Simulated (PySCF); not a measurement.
I3Sb (SMILES [I][Sb]([I])[I]), singlet, geometry from GFN2-xTB (all electrons, no relativity); PySCF with R2SCAN/3-21G.

Here is a job for PySCF.
```python
from pyscf import gto, scf, dft

mol = gto.M(
    atom='''
Sb    0.012942    0.000905    1.012476
I    -1.868655   -1.503724   -0.299579
I    -0.373824    2.366280   -0.322147
I     2.230025   -0.863427   -0.352543
''',
    basis='3-21g',
    charge=0,
    spin=0,
    verbose=4,
)

mf = dft.RKS(mol)
mf.xc = 'r2scan'
mf.kernel()
```

The log (banner, timings and long lists left out):

```
PySCF version 2.14.0

[INPUT] verbose = 4
[INPUT] num. atoms = 4
[INPUT] num. electrons = 210
[INPUT] charge = 0
[INPUT] spin (= nelec alpha-beta = 2S) = 0
[INPUT] symmetry False subgroup None
[INPUT] Mole.unit = angstrom
[INPUT] Symbol           X                Y                Z      unit          X                Y                Z       unit  Magmom
[INPUT]  1 Sb     0.012942000000   0.000905000000   1.012476000000 AA    0.024456835504   0.001710202143   1.913302347695 Bohr   0.0
[INPUT]  2 I     -1.868655000000  -1.503724000000  -0.299579000000 AA   -3.531246171299  -2.841626526935  -0.566122262671 Bohr   0.0
[INPUT]  3 I     -0.373824000000   2.366280000000  -0.322147000000 AA   -0.706424978789   4.471621134036  -0.608769601850 Bohr   0.0
[INPUT]  4 I      2.230025000000  -0.863427000000  -0.352543000000 AA    4.214136500933  -1.631640558555  -0.666209717133 Bohr   0.0

nuclear repulsion = 2639.07631692094
number of shells = 52
number of NR pGTOs = 324
number of NR cGTOs = 124
basis = 3-21g
ecp = {}

******** <class 'pyscf.dft.rks.RKS'> ********
method = RKS
initial guess = minao
damping factor = 0
level_shift factor = 0
DIIS = <class 'pyscf.scf.diis.CDIIS'>
diis_start_cycle = 1
diis_space = 8
diis_damp = 0
SCF conv_tol = 1e-09
SCF conv_tol_grad = None
SCF max_cycles = 50
direct_scf = True
direct_scf_tol = 1e-13
XC library pyscf.dft.libxc version 7.1.2
    S. Lehtola, C. Steigemann, M. J. T. Oliveira, and M. A. L. Marques,  SoftwareX 7, 1–5 (2018)
XC functionals = r2scan
    J. W. Furness, A. D. Kaplan, J. Ning, J. P. Perdew, and J. Sun,  J. Phys. Chem. Lett. 11, 8208–8215 (2020)
    J. W. Furness, A. D. Kaplan, J. Ning, J. P. Perdew, and J. Sun,  J. Phys. Chem. Lett. 11, 9248–9248 (2020)
    J. W. Furness, A. D. Kaplan, J. Ning, J. P. Perdew, and J. Sun,  J. Phys. Chem. Lett. 11, 8208–8215 (2020)
    J. W. Furness, A. D. Kaplan, J. Ning, J. P. Perdew, and J. Sun,  J. Phys. Chem. Lett. 11, 9248–9248 (2020)
radial grids:
    Treutler-Ahlrichs [JCP 102, 346 (1995); DOI:10.1063/1.469408] (M4) radial grids

becke partition: Becke, JCP 88, 2547 (1988); DOI:10.1063/1.454033
pruning grids: <function nwchem_prune>
grids dens level: 3
symmetrized grids: False
atomic radii adjust function: <function treutler_atomic_radii_adjust>
small_rho_cutoff = 0
Set gradient conv threshold to 3.16228e-05
Initial guess from minao.
tot grids = 87832
init E= -26891.548613921
  HOMO = -0.327508680115752  LUMO = -0.178128709425033  gap/eV = 4.06484
cycle= 1 E= -26957.7826830454  delta_E= -66.2  |g|= 0.35  |ddm|= 3.15
  HOMO = -0.227647179872955  LUMO = -0.141983983265141  gap/eV = 2.33101
cycle= 2 E= -26957.6391227304  delta_E= 0.144  |g|= 0.616  |ddm|= 2.21
  HOMO = -0.243510232156018  LUMO = -0.118210868583347  gap/eV = 3.40957
cycle= 3 E= -26957.8316725349  delta_E= -0.193  |g|= 0.0689  |ddm|= 1.62
  HOMO = -0.253166002337972  LUMO = -0.129616115845772  gap/eV = 3.36196
cycle= 4 E= -26957.8344535477  delta_E= -0.00278  |g|= 0.0108  |ddm|= 0.241
  HOMO = -0.251592528903291  LUMO = -0.127839106671446  gap/eV = 3.36750
cycle= 5 E= -26957.8345227898  delta_E= -6.92e-05  |g|= 0.000427  |ddm|= 0.0328
  HOMO = -0.251660824748067  LUMO = -0.127921029770448  gap/eV = 3.36713
cycle= 6 E= -26957.8345228722  delta_E= -8.23e-08  |g|= 7.43e-05  |ddm|= 0.00157
  HOMO = -0.251654058477684  LUMO = -0.127904609812463  gap/eV = 3.36739
cycle= 7 E= -26957.8345228753  delta_E= -3.14e-09  |g|= 1.99e-05  |ddm|= 0.000311
  HOMO = -0.251653905086764  LUMO = -0.127904630644077  gap/eV = 3.36739
cycle= 8 E= -26957.8345228754  delta_E= -1.09e-10  |g|= 1.35e-05  |ddm|= 0.000105
  HOMO = -0.25165380781206  LUMO = -0.127904560531782  gap/eV = 3.36739
Extra cycle  E= -26957.8345228752  delta_E= 2.33e-10  |g|= 2.61e-05  |ddm|= 0.000131
converged SCF energy = -26957.8345228752
```
